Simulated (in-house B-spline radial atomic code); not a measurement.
Configurations of the neodymium ion Nd³⁺, with energies counted from [Xe] 4f3. Computed with a B-spline radial code for spherical atoms: scalar-relativistic (X2C) B97-1, spin-polarised, spherical fractional occupations, exact exchange averaged over the configuration, Fermi nucleus of rms radius 4.9123 fm. Shells without spins written out take the highest spin.

Occupations are held fixed; configurations that lie above the ionisation limit could autoionise.

```csv
configuration,E - E(ref) (eV),highest orbital,its <r> (bohr)
[Kr] 4d10 4f4 5s2 5p5,16.881,4f up,1.009
[Xe] 4f2 6p1,18.79,6p up,3.698
[Kr] 4d10 4f3 5s2 5p5 5d1,22.849,5d up,2.183
```

**Question.** Order these further configurations by energy, lowest first.
A. [Xe] 4f2 5d1
B. [Xe] 4f2 6s1
C. [Kr] 4d9 4f4 5s2 5p6
D. [Kr] 4d9 4f3 5s2 5p6 5d1

**Answer.** A (9.3594 eV), B (13.721 eV), C (113.62 eV), D (124.85 eV).
